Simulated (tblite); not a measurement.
Compound: C₆H₁₀O₂Si₂.
SMILES with atom numbers: `[CH:1]#[C:2][SiH2:3][Si@H:4]1[CH2:5][C@@H:6]([C:7](=[O:8])[OH:9])[CH2:10]1` (hydrogens: H11 on C1; H12, H13 on Si3; H14 on Si4; H15, H16 on C5; H17 on C6; H18 on O9; H19, H20 on C10)

Structure used (GFN2-xTB), in Å, numbered top down from 1:
```
atom  x, y, z in Å
C1    -4.701    0.241   -0.192
C2    -3.546    0.501    0.017
Si3   -1.766    0.914    0.352
Si4   -0.536   -0.830   -0.534
C5     1.054   -0.337   -1.499
C6     1.886   -0.541   -0.217
C7     1.954    0.762    0.506
O8     0.992    1.426    0.813
O9     3.197    1.152    0.798
C10    0.921   -1.466    0.548
H11   -5.712    0.010   -0.377
H12   -1.543    2.211   -0.298
H13   -1.673    1.046    1.810
H14   -1.210   -1.960   -1.203
H15    1.143    0.661   -1.923
H16    1.354   -1.051   -2.262
H17    2.895   -0.929   -0.365
H18    3.190    2.003    1.265
H19    0.914   -1.296    1.623
H20    1.182   -2.508    0.377
```

Method: GFN2-xTB as coded in tblite; computed harmonic values from a numerical Hessian at the method's own geometry, unscaled. Errors from tens to a few hundred cm⁻¹ against measured bands are possible. Modes of hydrogen on silicon can be 10 to 20 % off. One conformer, not necessarily the lowest.

Harmonic wavenumbers (cm⁻¹): 31.6, 60.0, 66.3, 92.6, 103.5, 128.3, 219.6, 231.5, 252.9, 277.5, 349.3, 411.2, 438.0, 546.8, 550.1, 585.9, 599.7, 625.3, 644.3, 649.3, 668.7, 671.0, 684.6, 694.1, 707.9, 747.5, 765.1, 776.1, 804.9, 870.3, 1008.6, 1010.6, 1074.5, 1115.6, 1146.8, 1148.5, 1197.9, 1211.0, 1237.5, 1332.7, 1471.3, 1477.8, 1749.8, 2131.8, 2200.8, 2203.2, 2212.2, 2961.6, 2995.5, 2999.9, 3007.7, 3010.9, 3346.5, 3425.5.

A = 2126, B = 552.7, C = 479.2 MHz; mass 170.022 u (most abundant isotopes); point group Cs, symmetry number 1.

Task: Zero-point energy?

Result: Half the sum of the wavenumbers: 30466 cm⁻¹ = 87.11 kcal/mol.

Task: Give the ideal-gas entropy at 298.15 K and 1 bar in the rigid-rotor, harmonic-oscillator model (classical rotation).

Result: Translation 41.33, rotation 30.72, vibration 40.89: S = 112.9 cal/(mol K).

Task: And Cp and H(298.15 K) − H(0)?

Result: Cp = 48.76 cal/(mol K), of which vibrations give 40.81 (their classical limit is 54 R = 107.3); H(298.15 K) − H(0) = 8.60 kcal/mol without the zero-point energy, 6.23 from vibrations.

Task: Which modes carry the vibrational entropy at 298.15 K?

Result: 31.6 cm⁻¹: 5.73; 60.0 cm⁻¹: 4.46; 66.3 cm⁻¹: 4.26; 92.6 cm⁻¹: 3.60; 103.5 cm⁻¹: 3.39; 128.3 cm⁻¹: 2.97 cal/(mol K); the other 48 give 16.48 together.

Task: How do the functions run with temperature in this model?

Result: 
| T (K) | S (cal/(mol K)) | Cp (cal/(mol K)) | H − H(0) (kcal/mol) | G − H(0) (kcal/mol) | ln q(vib) |
| --- | --- | --- | --- | --- | --- |
| 150 | 87.0 | 28.8 | 2.83 | -10.22 | 4.77 |
| 250 | 104.9 | 42.6 | 6.40 | -19.83 | 8.36 |
| 400 | 128.9 | 59.8 | 14.15 | -37.40 | 13.62 |
| 600 | 156.2 | 74.9 | 27.74 | -66.00 | 20.30 |
| 900 | 189.4 | 88.4 | 52.41 | -118.04 | 29.32 |

q(vib) and H(0) count from the zero-point level.

Task: What must be added to the electronic energy to get the Gibbs energy at 298.15 K and 1 bar?

Result: ZPE + [H(298.15 K) − H(0)] − T·S = 87.11 + 8.60 − 33.67 = 62.04 kcal/mol.

Task: Blend soft modes into free rotors: weight 1/[1 + (100 cm⁻¹/ν̃)⁴] for the oscillator and the rest for a rotor with moment μB/(μ + B), μ = h/(8π²ν), B = 10⁻⁴⁴ kg m². What vibrational entropy results?

Result: 36.65 cal/(mol K) in place of 40.89, which changes −T·S at 298.15 K by +1.26 kcal/mol.

Hindered rotation and anharmonicity are outside this model. Other conformers, if any are populated, would add a mixing term that is left out.
